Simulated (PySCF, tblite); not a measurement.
Isomers of C6H9F3NP, one GFN2-xTB conformer each. Single-point energies are computed at PBE0/pcSseg-1 (PySCF, gas phase, no added dispersion term), electronic only.

**Question.** Rank them by PBE0/pcSseg-1 energy, lowest first (kcal/mol).
A. `[F:1][C:2]([F:3])([F:4])/[CH:5]=[P:6]\[N:7]1[CH2:8][CH2:9][CH2:10][CH2:11]1` with C5–P6–N7–C8 -175°, P6–N7–C8–C9 -136°, N7–C8–C9–C10 -41°, C8–C9–C10–C11 34°, C9–C10–C11–N7 -14°
B. `[CH2:1]=[CH:2]/[C:3](=[P:4]/[C:5]([F:6])([F:7])[F:8])[N:9]([CH3:10])[CH3:11]` with C1–C2–C3–P4 -34°
C. `[CH3:1][CH2:2][P:3]([CH2:4][CH2:5][C:6]#[N:7])[C:8]([F:9])([F:10])[F:11]` with C1–C2–P3–C4 -177°, C2–P3–C4–C5 178°, P3–C4–C5–C6 171°
D. `[CH3:1][CH2:2][CH2:3][P:4]([CH2:5][C:6]#[N:7])[C:8]([F:9])([F:10])[F:11]` with C1–C2–C3–P4 58°, C2–C3–P4–C5 172°, C3–P4–C5–C6 70°

**Answer.** C (0.0), A (0.2), D (1.5), B (30.6).

As drawn, the lowest has a C≡N group, which the highest lacks; the highest has a C=C bond outside aromatic rings, which the lowest lacks. Neighbours under 2.5 kcal/mol apart (CCP(CCC#N)C(F)(F)F and FC(F)(F)/C=P\N1CCCC1; FC(F)(F)/C=P\N1CCCC1 and CCCP(CC#N)C(F)(F)F) can change places with a better method, another conformer or zero-point energy. GFN2-xTB itself gives, in the same order: 29.2, 0.0, 27.4, 38.7. GFN2-xTB puts FC(F)(F)/C=P\N1CCCC1 lowest instead; measured from each level's own lowest isomer, the values differ by up to 29.2 kcal/mol (CCP(CCC#N)C(F)(F)F: 29.2 against 0.0).

**Question.** Which frontier levels, dipoles and rotational constants go with these structures?

**Answer.** 
```csv
SMILES,"HOMO (eV, PBE0/pcSseg-1)",LUMO (eV),dipole (D),"A, B, C (MHz)"
CCP(CCC#N)C(F)(F)F,-7.96,-0.12,3.76,"1468, 562.7, 462.7"
FC(F)(F)/C=P\N1CCCC1,-6.59,-1.50,4.16,"1900, 588.7, 499.5"
CCCP(CC#N)C(F)(F)F,-8.03,-0.32,2.21,"1026, 811.7, 531.2"
C=C/C(=P/C(F)(F)F)N(C)C,-5.96,-1.85,5.31,"1366, 752.2, 560.6"
```

**Question.** What happens when harmonic zero-point energies from GFN2-xTB frequencies are added?

**Answer.** 
```tsv
SMILES	ZPE (kcal/mol)	electronic (kcal/mol)	with ZPE (kcal/mol)
CCP(CCC#N)C(F)(F)F	89.4	0.0	0.0
FC(F)(F)/C=P\N1CCCC1	92.4	0.2	3.1
CCCP(CC#N)C(F)(F)F	89.4	1.5	1.4
C=C/C(=P/C(F)(F)F)N(C)C	89.7	30.6	30.8
```

The zero-point energies span 3.0 kcal/mol. The lowest isomer stays, but the order above it changes.
